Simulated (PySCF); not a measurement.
## Electron correlation in P³⁺ (phosphorus, charge +3)

[Ne] 3s2, closed-shell 1S. Calculation: PySCF 2.14, in ANO-RCC-VTZP; scalar relativity by spin-free X2C-1e. Frozen: 1s2; 10 electrons correlated.

```
  level  correlation energy (mhartree)
   CCSD                         -66.41
    (T)                          -0.48
CCSD(T)                         -66.89
```

Diagnostics: T1 = 0.0023, D1 = 0.0064, largest double amplitude 0.112.

Cost of the coupled-cluster step: about 0.3 core-seconds, for 10 correlated electrons.
